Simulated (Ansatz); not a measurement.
Ideal-gas functions of `[SH][Ge]([Cl])([Cl])[Cl]` at 500 K and 1 bar, from an Ansatz frequency run at PBE0-D4/def2-TZVP.

Molar mass 212.04 g/mol, point group Cs (symmetry number 1), electronic degeneracy 1, moments of inertia 415.778, 432.624, 434.577 u Å². Harmonic wavenumbers (cm⁻¹, unscaled): 92, 119, 157, 161, 169, 173, 385, 446, 451, 455, 769, 2702.

Use S(trans) = R[1.5 ln M + 2.5 ln T − 1.1517]; rotational temperatures θ = 24.2544 K / I; S(rot) = R[ln(√π/σ · √(T³/θAθBθC)) + 1.5]; for each mode x = 1.438777 ν̃/T, S = R[x/(eˣ − 1) − ln(1 − e⁻ˣ)] and H = RT x/(eˣ − 1); 1 cm⁻¹ = 0.0119627 kJ/mol; R = 8.31446 J/(mol·K).

Q: By hand: the entropy, in J/(mol·K).

A: Translation 186.4. Rotation: θ = 0.0583, 0.0561, 0.0558 K, giving 130.5. Vibration, mode by mode: 19.39, 17.27, 14.99, 14.79, 14.39, 14.20, 7.88, 6.79, 6.71, 6.64, 3.22, 0.03, in all 126.3. Electronic 0.0. Sum 443.2 J/(mol·K).

Q: By hand: H − E and G − E in kJ/mol, counted from the electronic energy.

A: Zero-point energy ½ × 6079 × 0.0119627 = 36.4; thermal vibration 29.6; translation, rotation and pV give 4 RT = 16.6. H − E = 82.6 kJ/mol, and G − E = 82.6 − 500 × 443.2/1000 = -139.0 kJ/mol.

Vibration gives 28 % of the entropy, 36.7 J/(mol·K) of it from the modes under 150 cm⁻¹: soft modes count most, and the harmonic formula is weakest for them. The sum counts one conformer and one mirror image; others add a mixing term.
